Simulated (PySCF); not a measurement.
# Removing an electron from `BCBBr`

Species: CH₅B₂Br.
SMILES with atom numbers: `[BH2:1][CH2:2][BH:3][Br:4]` (hydrogens: H5, H6 on B1; H7, H8 on C2; H9 on B3)

Geometry (PBE0-D3(BJ)/def2-SVP, Å), atoms numbered from 1 in this order:
```xyz
9
CH5B2Br angstrom
B     -1.0967    0.7031    0.4366
C     -0.0555   -0.4112    0.1111
B      1.2422   -0.0725    0.8908
Br     2.8404    0.4500   -0.0160
H     -1.5643    1.3973   -0.4355
H     -1.4395    0.8936    1.5812
H      0.0895   -0.6092   -0.9578
H     -0.4488   -1.2994    0.6499
H      1.3038   -0.0922    2.0939
```

Level: CAM-B3LYP/def2-SVPD (PySCF). Frontier orbitals with their largest atomic shares (Löwdin; up to four atoms above 4 %):

| orbital | ε (eV) | main atoms |
| --- | --- | --- |
| HOMO−3 | -11.24 | Br4 31 %, C2 21 %, B3 18 %, B1 14 % |
| HOMO−2 | -10.82 | B1 33 %, H5 18 %, H6 17 %, C2 15 % |
| HOMO−1 | -10.24 | Br4 75 %, B3 12 %, C2 5 %, B1 4 % |
| HOMO | -9.45 | ? |
| LUMO | -0.99 | B1 30 %, B3 23 %, C2 16 %, Br4 11 % |
| LUMO+1 | 0.28 | B3 32 %, B1 28 %, Br4 12 %, C2 8 % |
| LUMO+2 | 0.98 | B3 35 %, Br4 26 %, B1 22 %, H8 6 % |

**Question.** What vertical ionisation energy does ΔSCF give, and how far is −ε(HOMO) from it?

**Answer.** ΔSCF: 10.54 eV (1017 kJ/mol; threshold wavelength 118 nm); ⟨S²⟩ of the doublet left behind is 0.754, against 0.75 for a pure doublet. −ε(HOMO) is 9.45 eV, 1.09 eV below it. In exact Kohn–Sham theory the two would be equal; CAM-B3LYP (range-separated hybrid) falls short of its own ΔSCF value by 10 %. Holes in the HOMO−1 and HOMO−2 were tried too where these lie within 1.2 eV of the HOMO; the lowest converged state counts.

**Question.** On which atoms does the HOMO lie?

**Answer.** Br4 (bromine bonded to B) 73 %, B3 (three-coordinate boron) 12 %, C2 (sp3 carbon bound to boron) 7 %, H9 (B–H hydrogen) 5 %, so more than half of it is on one atom. The HOMO−1 lies 0.79 eV lower.

**Question.** And the vertical electron affinity, the fundamental gap, Mulliken's electronegativity and the hardness (with the factor ½)?

**Answer.** EA = 0.28 eV by ΔSCF (−ε(LUMO) = 0.99 eV). IE − EA = 10.26 eV against an orbital gap of 8.46 eV; (IE + EA)/2 = 5.41 eV; (IE − EA)/2 = 5.13 eV.

**Question.** How many of the 10 lowest singlet excitations (vertical TDDFT, same level) lie below the ionisation energy?

**Answer.** All 10; they run from 4.93 to 7.88 eV.

**Question.** What total energies stand behind the ΔSCF value?

**Answer.** E(N) = -2664.66661 Eh and E(N − 1) = -2664.27922 Eh at the same geometry, 0.38739 Eh apart. With one more electron, E(N + 1) = -2664.67704 Eh.

**Question.** Shift the occupied levels rigidly so that −ε(HOMO) equals the ΔSCF value. What binding energies result?

**Answer.** The shift is +1.09 eV: HOMO 10.54, HOMO−1 11.33, HOMO−2 11.91, HOMO−3 12.33 eV. A rigid shift is only a rough guide to the deeper ionisations.

Geometry: PBE0-D3(BJ)/def2-SVP, one conformer, isolated molecule. The calculation is non-relativistic, for bromine too.

The run behind these numbers computed excited states and ΔSCF ions as well. Hardware: one thread, x86-64 server, shared host. Cost: 75 s.
